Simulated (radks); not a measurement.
Results of a calculation; reference values are marked as such.
Mean orbital radii <r> (bohr) of neutral neodymium, [Xe] 4f4 6s2, at several levels of relativity; Dirac values are averaged over j with weights 2j + 1. Spin-unpolarised spherical Kohn-Sham, BLYP, point nucleus unless stated (finite: rms radius 4.9123 fm), a radial shooting solver on a logarithmic mesh with Libxc functionals. A level marked "c x" has the speed of light scaled by that factor and shares open shells by 2j + 1; other Dirac levels either fill j = l - 1/2 first or share by 2j + 1.

shell	non-rel.	Dirac, 2j+1 shares	Dirac, 2j+1 shares, finite nucleus	Dirac, c x 1.5	change of magnitude, last against first (%)
3s	0.2816	0.2660	0.2660	0.2748	-2.41
3p	0.2714	0.2639	0.2639	0.2681	-1.20
3d	0.2425	0.2418	0.2418	0.2421	-0.14
4s	0.6398	0.6072	0.6073	0.6256	-2.21
4p	0.6580	0.6426	0.6425	0.6512	-1.03
4d	0.7061	0.7075	0.7074	0.7066	+0.07
5s	1.558	1.473	1.473	1.522	-2.34
5p	1.769	1.731	1.731	1.753	-0.90
4f	1.035	1.135	1.135	1.072	+3.62
6s	4.645	4.418	4.418	4.552	-2.00
5d (empty)	3.129	3.334	3.334	3.219	+2.86
6p (empty)	6.299	6.329	6.328	6.316	+0.27
